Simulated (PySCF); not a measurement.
# Working out the ionisation energy of V²⁺

V²⁺ [Ar] 3d3 (4F) → V³⁺ [Ar] 3d2 (3F). Computed with PySCF 2.14 in aug-cc-pVDZ (7s6p4d2f, 59 functions), with no relativity, point nucleus. Frozen: [Ar]. Energies in hartree (1 hartree = 27.21139 eV):

```tsv
part	V²⁺ (lower)	V³⁺ (upper)
UHF	-942.183686	-941.130346
CCSD correlation	-0.015802	-0.002818
(T)	-0.000076	0.000000
```

Problem. What does Hartree-Fock give?

Solution. (-941.130346) − (-942.183686) = 1.053340 hartree = 28.663 eV.

Problem. What do CCSD and CCSD(T) give?

Solution. The CCSD correlation energies differ by 0.012984 hartree = 0.353 eV and the triples by 0.000076 hartree = 0.002 eV, so CCSD gives 29.016 eV and CCSD(T) 29.018 eV.

Reference: 29.311 eV (measured; NIST Atomic Spectra Database, ionization energies), between the lowest levels; spin-orbit coupling is absent from the calculation.

The calculation is non-relativistic.

A double-zeta basis recovers only part of the correlation energy.

What remains against the reference includes basis incompleteness, the frozen core and higher excitations.
